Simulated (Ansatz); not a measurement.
Mg₂O₂⁻, that is (MgO)2 ring with one electron more. Total charge -1; doublet. Geometry r2SCAN-D4/def2-TZVP, that of the neutral singlet.

```xyz
4

Mg    1.049   -0.570   -0.070
O     0.488    0.761    1.107
Mg   -1.049    0.570    0.070
O    -0.488   -0.761   -1.107
```

At PBE-D4/def2-TZVPD, r2SCAN-D4/def2-TZVPD, PBE0-D4/def2-TZVPD the highest occupied level of the charge -1 doublet lies above zero (up to 0.53 eV). By energy differences its removal costs 1.36 eV (vertical, to the charge 0 singlet, at PBE-D4/def2-TZVPD); a positive level beside a positive removal energy at the same level points to self-interaction error.

Q: Estimate the α-spin orbital energies around the gap (eV) in Ansatz with PBE-D4/def2-TZVPD, r2SCAN-D4/def2-TZVPD, PBE0-D4/def2-TZVPD.

A: 
```json
{"orbital": "HOMO−5", "PBE-D4/def2-TZVPD": "-1.79", "r2SCAN-D4/def2-TZVPD": "-1.96", "PBE0-D4/def2-TZVPD": "-3.02"}
{"orbital": "HOMO−4", "PBE-D4/def2-TZVPD": "-1.09", "r2SCAN-D4/def2-TZVPD": "-1.22", "PBE0-D4/def2-TZVPD": "-2.30"}
{"orbital": "HOMO−3", "PBE-D4/def2-TZVPD": "-1.03", "r2SCAN-D4/def2-TZVPD": "-1.19", "PBE0-D4/def2-TZVPD": "-2.20"}
{"orbital": "HOMO−2", "PBE-D4/def2-TZVPD": "-0.26", "r2SCAN-D4/def2-TZVPD": "-0.44", "PBE0-D4/def2-TZVPD": "-1.58"}
{"orbital": "HOMO−1", "PBE-D4/def2-TZVPD": "-0.20", "r2SCAN-D4/def2-TZVPD": "-0.38", "PBE0-D4/def2-TZVPD": "-1.50"}
{"orbital": "HOMO", "PBE-D4/def2-TZVPD": "0.53", "r2SCAN-D4/def2-TZVPD": "0.42", "PBE0-D4/def2-TZVPD": "0.09"}
{"orbital": "LUMO", "PBE-D4/def2-TZVPD": "1.23", "r2SCAN-D4/def2-TZVPD": "1.23", "PBE0-D4/def2-TZVPD": "1.57"}
{"orbital": "LUMO+1", "PBE-D4/def2-TZVPD": "2.80", "r2SCAN-D4/def2-TZVPD": "3.10", "PBE0-D4/def2-TZVPD": "3.16"}
{"orbital": "LUMO+2", "PBE-D4/def2-TZVPD": "2.92", "r2SCAN-D4/def2-TZVPD": "3.23", "PBE0-D4/def2-TZVPD": "3.26"}
{"orbital": "LUMO+3", "PBE-D4/def2-TZVPD": "2.94", "r2SCAN-D4/def2-TZVPD": "3.35", "PBE0-D4/def2-TZVPD": "3.31"}
{"orbital": "LUMO+4", "PBE-D4/def2-TZVPD": "3.09", "r2SCAN-D4/def2-TZVPD": "3.58", "PBE0-D4/def2-TZVPD": "3.49"}
{"orbital": "LUMO+5", "PBE-D4/def2-TZVPD": "3.14", "r2SCAN-D4/def2-TZVPD": "3.67", "PBE0-D4/def2-TZVPD": "3.52"}
{"orbital": "β HOMO", "PBE-D4/def2-TZVPD": "-0.18", "r2SCAN-D4/def2-TZVPD": "-0.38", "PBE0-D4/def2-TZVPD": "-1.55"}
{"orbital": "β LUMO", "PBE-D4/def2-TZVPD": "1.36", "r2SCAN-D4/def2-TZVPD": "1.59", "PBE0-D4/def2-TZVPD": "1.96"}
```
